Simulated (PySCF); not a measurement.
**TDDFT excited states: [C5H15P2]+**

Species: C₅H₁₅P₂ (charge +1).
SMILES: `C[P@H+](P)C(C)(C)C`

Method used: TDDFT CAM-B3LYP/def2-SVPD, vertical, gas phase, core orbitals frozen in the response in PySCF 2.14.0, density-fitted response routines. One conformer (not necessarily the lowest) at the PBE0-D3(BJ)/def2-SVP geometry, without solvent, vibrations or thermal averaging. Torsions of this conformer, `[CH3:1][P@H+:2]([PH2:3])[C:4]([CH3:5])([CH3:6])[CH3:7]`: C1–P2–C4–C5 58°, H–P3–P2–C1 154°, H–P3–P2–C1 60°.

```tsv
state	E (eV)	E (hartree)	f	main configurations (H = HOMO, L = LUMO)
S1	6.74	0.2476	0.121	H→L (84%)
S2	7.27	0.2671	0.016	H→L+1 (74%), H→L+2 (20%)
S3	7.67	0.2817	0.015	H→L+2 (71%), H→L+1 (18%)
S4	7.88	0.2894	0.061	H-1→L (86%)
S5	8.19	0.3008	0.023	H→L+3 (78%)
S6	8.37	0.3076	0.035	H→L+4 (71%)
S7	8.59	0.3158	0.0011	H-2→L (37%), H-1→L+2 (18%), H-1→L+1 (12%)
S8	8.63	0.3172	0.080	H-1→L+1 (62%)
S9	8.76	0.3221	0.179	H-1→L+2 (51%), H-2→L (20%), H-1→L+3 (12%)
S10	8.86	0.3254	0.0099	H-3→L (85%), H-2→L (10%)
```

Triplets (Tamm–Dancoff): T1 5.34 eV, H→L (90%); T2 6.12 eV, H→L+1 (54%), H→L+2 (23%), H→L+3 (12%); T3 7.21 eV, H-1→L (38%), H→L+2 (26%), H→L+1 (10%); T4 7.33 eV, H→L+2 (36%), H-1→L (31%), H→L+1 (14%).

The lowest singlet comes at 184 nm (650 kJ/mol) in the vacuum ultraviolet; it is of moderate strength; its leading configuration is HOMO→LUMO (84%). The strongest level in the table is S9 at 8.76 eV (141 nm, f = 0.179). Löwdin shares by element: HOMO phosphorus 77%, hydrogen 14% or more; LUMO phosphorus 64%, hydrogen 15% or more (atoms not listed hold the other 21%). The listed states span 2.12 eV, and the widest gap between neighbours is 0.53 eV (S1 to S2). Of the 10 states listed, 8 reach f = 0.01 and none stays under 0.0005. Weighted by f, the mean energy of these states is 8.07 eV. All these states lie below the vertical ionisation energy of 14.79 eV (ΔSCF). Only the lowest 10 singlets were computed, as vertical energies without vibronic structure.
